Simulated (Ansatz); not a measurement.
Reaction (ligand exchange at the Si–N bond): `FCN[SiH2]Cl` + `CN[SiH2]O` → `CN([SiH2]O)[SiH2]Cl` + `NCF`

Computed with Ansatz on PBE0-D4/def2-TZVP structures; ΔE is electronic, products minus reactants. CCSD(T)/CBS is the MP2 limit (def2-TZVPP, def2-QZVPP) plus CCSD(T) − MP2 in def2-TZVPP, frozen cores. Functionals use def2-TZVPP. B3LYP here is the variant with VWN-RPA as its local correlation; programs differ in this. Each species was taken in one conformer, which may not be the lowest.

```json
{"level": "B3LYP-D4", "ΔE (kJ/mol)": "-14.5"}
{"level": "B2PLYP", "ΔE (kJ/mol)": "-8.6"}
{"level": "PBE0", "ΔE (kJ/mol)": "-7.7"}
{"level": "SCS-MP2/def2-QZVPP", "ΔE (kJ/mol)": "-13.1"}
```

Q: What does CCSD(T)/CBS give? (Best estimate.)

A: Ansatz gave: -14.1 kJ/mol. The listed levels differ from it by -0.4, 5.5, 6.4, 1.0 kJ/mol.

Largest T1 diagnostic among the species: 0.011.

The D4 term adds −11.2 kJ/mol with B3LYP and −6.2 kJ/mol with PBE0; it sums over pairs of atoms, weighted by their polarisabilities, and B3LYP, whose exchange is more repulsive, gets the larger term. In def2-TZVPP, CCSD(T) changes the Hartree–Fock value by −10.7 kJ/mol (the triples alone add −2.2 kJ/mol) and MP2 by −12.0 kJ/mol.
